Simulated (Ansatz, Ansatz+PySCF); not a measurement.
| atom | x (Å) | y (Å) | z (Å) |
| --- | --- | --- | --- |
| C | 0.0000 | 0.0000 | 0.0000 |
| C | 0.0000 | 0.8556 | 1.2684 |
| C | 0.0000 | 0.0000 | 2.5368 |
| C | 0.0000 | 0.8556 | 3.8053 |
| H | 0.0000 | 0.6484 | -0.8762 |
| H | 0.8898 | -0.6294 | -0.0144 |
| H | -0.8898 | -0.6294 | -0.0144 |
| H | -0.8818 | 1.4963 | 1.2684 |
| H | 0.8818 | 1.4963 | 1.2684 |
| H | 0.8818 | -0.6407 | 2.5368 |
| H | -0.8818 | -0.6407 | 2.5368 |
| H | 0.0000 | 0.2072 | 4.6815 |
| H | 0.8898 | 1.4849 | 3.8197 |
| H | -0.8898 | 1.4849 | 3.8197 |

Basis set: def2-SVP (spherical functions). Correlated methods keep 4 orbitals frozen. Charge 0, multiplicity 1.

Computed with Ansatz (development build ahead of 0.2.0); each method stands on the lowest determinant of its kind that the runs found. Restricted open shells among the atoms or ions are ROHF, correlated in semicanonical orbitals with singles.

The atomization energy at this shape (free ground-state atoms in the same class of orbitals less the molecule, no zero-point energy) of singlet C₄H₁₀:

| method | atomization energy |
| --- | --- |
| RHF-MP2 | 5258.4 kJ/mol |

(1) What does RHF give?

Answers

(1) 4281.0 kJ/mol.
